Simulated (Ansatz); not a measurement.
Cost and result for the atomization energy of C3H8O3Si (`CO[SiH2]OC(C)=O`) (15 atoms, 14 bonds).

```csv
atom,x (Å),y (Å),z (Å)
C1,1.055,-0.102,-2.601
O2,1.553,0.629,-1.502
Si3,1.364,0.177,0.051
O4,-0.302,0.272,0.349
C5,-0.687,-0.022,1.597
C6,-2.166,0.060,1.793
O7,0.115,-0.319,2.447
H8,1.547,0.260,-3.505
H9,-0.025,0.040,-2.707
H10,1.260,-1.175,-2.499
H11,2.099,1.160,0.863
H12,1.782,-1.231,0.236
H13,-2.513,1.064,1.542
H14,-2.664,-0.633,1.112
H15,-2.418,-0.179,2.823
```

Charge 0, multiplicity 1. The structure was optimised at the PBE0-D4/def2-TZVP level. It is one conformer, not always the lowest. Program: Ansatz. All runs use 2 threads of an AMD EPYC 7R13 on a shared host and a share of an NVIDIA H100 80 GB. Times are those of one run each, without the atoms' runs, and a repeat can differ threefold. Electronic energies, without spin–orbit coupling; frozen cores. CCSD(T)/CBS adds CCSD(T) − MP2 in def2-TZVPP to the MP2 limit, and its time is that of the two runs behind it. T1 = 0.014. B3LYP takes the VWN-RPA correlation (the form of Gaussian; ORCA's B3LYP/G).

CCSD(T)/CBS is a level of theory with its own doubt, some kJ/mol a heavy atom from the limit and from the frozen cores, so smaller differences don't rank the functionals.

```tsv
level	functions	wall time
B3LYP-D4/def2-TZVPP (with forces)	340	1.8 s
PBE0-D4/def2-TZVPP	340	2 s
ωB97X-V/def2-TZVPP	340	2.1 s
PBE-D4/def2-TZVPP (with forces)	340	2.2 s
B2PLYP/def2-TZVPP	340	2.6 s
ωB97M-V/def2-TZVPP (with forces)	340	3.1 s
r2SCAN-D4/def2-TZVPP (with forces)	340	3.1 s
MP2/def2-QZVPP	652	4.1 s
CCSD(T)/def2-TZVPP	340	6.5 s
CCSD(T)/CBS(def2)	–	11 s
```

Q: What atomization energy does each give, and how far from CCSD(T)/CBS? (Best estimate.)

A: Ansatz gave: 
| level | atomization (kJ/mol) | difference from CCSD(T)/CBS | per bond |
| --- | --- | --- | --- |
| B3LYP-D4/def2-TZVPP (with forces) | 6085.2 | -13.7 | -1.0 |
| PBE0-D4/def2-TZVPP | 6087.3 | -11.6 | -0.8 |
| ωB97X-V/def2-TZVPP | 6112.4 | 13.5 | 1.0 |
| PBE-D4/def2-TZVPP (with forces) | 6223.3 | 124.4 | 8.9 |
| B2PLYP/def2-TZVPP | 6034.4 | -64.5 | -4.6 |
| ωB97M-V/def2-TZVPP (with forces) | 6113.9 | 15.0 | 1.1 |
| r2SCAN-D4/def2-TZVPP (with forces) | 6114.7 | 15.8 | 1.1 |
| MP2/def2-QZVPP | 6168.1 | 69.2 | 4.9 |
| CCSD(T)/def2-TZVPP | 5938.4 | -160.5 | -11.5 |
| CCSD(T)/CBS(def2) | 6098.9 | 0.0 | 0.0 |

The D4 term adds +48.3 kJ/mol with B3LYP and +25.6 kJ/mol with PBE0; it sums over pairs of atoms, weighted by their polarisabilities, and B3LYP, whose exchange is more repulsive, gets the larger term. In def2-TZVPP, CCSD(T) changes the Hartree–Fock value by +1540.3 kJ/mol (the triples alone add +96.1 kJ/mol) and MP2 by +1674.2 kJ/mol; breaking electron pairs costs correlation energy, which Hartree–Fock lacks. From PBE to PBE0 (25 % exact exchange), in def2-TZVPP and without D4, the atomization energy moves by −131.4 kJ/mol: exact exchange takes away binding that semilocal exchange gives to molecules.
